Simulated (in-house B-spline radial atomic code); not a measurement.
**RPA correlation on PBE: Pd**

Configuration [Kr] 4d10, mean-field start PBE. Computed with a B-spline radial code for spherical atoms: all electrons, scalar-relativistic (spin-free one-electron X2C), finite nucleus, each spin shell either full or empty, empty states to l = 9 with an (l + 1/2)⁻⁴ tail; G0W0 by contour deformation at full frequency.

The highest G0W0 level has too low a weight to be given.

Command:
```bash
python run_gw.py task.json out
```
Settings (radii: box in bohr, nucleus in fm):
```
Z                        46
electrons                46
configuration            [Kr] 4d10
hamiltonian              x2c
method                   pbe,pbe
lmax                     9
rms_radius               4.5318
spin_polarised           False
box_radius               40
intervals                72
```

Time taken, with all properties: 3.8 s on 1 thread of Arm Neoverse V1, on a shared host.

Energies (hartree):

| term | value |
| --- | --- |
| mean-field total | -5044.95980 |
| Hartree-Fock functional on these orbitals | -5042.76611 |
| direct second order | -4.2928 |
| second-order exchange | 1.1846 |
| SOSEX correction | 1.0694 |

Question: What is the RPA correlation energy, and what remains with SOSEX?

Answer: RPA gives -3.6169 hartree (-2.14 eV per electron); RPA + SOSEX gives -2.5475, and the second-order doubles -3.1082 hartree (no singles). RPA lacks exchange-type terms and so overcorrelates at short range.
